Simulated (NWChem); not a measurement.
A series in which one site is exchanged, each optimised at PBE0/def2-SVP with NWChem, gas phase unless a solvent is named. All stand in one matching conformer (torsions within 35°), which need not be the lowest. For some, no frequency run checked for a minimum. def2 effective core potentials on In; no spin-orbit coupling.

A: [OH][In]([Cl])[F] (InHOClF; site = F)
B: [In]([Cl])([OH])[Br] (InHOBrCl; site = Br)
C: [OH][InH][Cl] (InH₂OCl; site = H)
D: [OH][In]([Cl])[Cl] (InHOCl2; site = Cl)

Values for A:

| Property | Result |
|---|---|
| orbital gap (eV), PBE0/def2-SVP | 6.48 |
| static polarisability, CAM-B3LYP/def2-SVPD (bohr³) | 50.2 |
| lowest singlet excitation, CAM-B3LYP/def2-SVPD, TDA (eV) | 5.17 |

Q: How do these values change for the other members?

A: 
| change from A | B | C | D |
|---|---|---|---|
| orbital gap (eV), PBE0/def2-SVP | -0.43 | +0.47 | -0.06 |
| static polarisability, CAM-B3LYP/def2-SVPD (bohr³) | +24.5 | +3.6 | +15.9 |
| lowest singlet excitation, CAM-B3LYP/def2-SVPD, TDA (eV) | -0.27 | +0.71 | +0.02 |
